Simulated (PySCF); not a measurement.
ZrCl3, SMILES [Cl][Zr+]([Cl])[Cl], charge +1, multiplicity 1. Heavy atoms are numbered as in [Zr+:1]([Cl:2])([Cl:3])[Cl:4].

Coordinates come from a B3LYP-D3(BJ)/def2-SVP optimisation. The multiplicity is an assumed one; other spin states were not compared. The isomer is the one that the SMILES or the coordinates give; other isomers of the formula were not compared. The def2 effective core potentials stand for the cores of Zr; spin–orbit coupling is left out.

The numbers are results of HF/def2-TZVPD run with PySCF, not measurements.

Mulliken values depend strongly on the basis, most of all with diffuse functions as here. ESP charges are fitted to the potential on shells at 1.4 to 2.0 van der Waals radii. Atomic charges (e), one atom of each kind:

```csv
atom,Mulliken,ESP fit
Zr1,2.25,…
Cl2,-0.42,…
```

**Question.** Fill in the missing entries. (The exact figures need the calculation; the answer reports its results.)

**Answer.** 
- Zr1, ESP fit: 1.68
- Cl2, ESP fit: -0.23
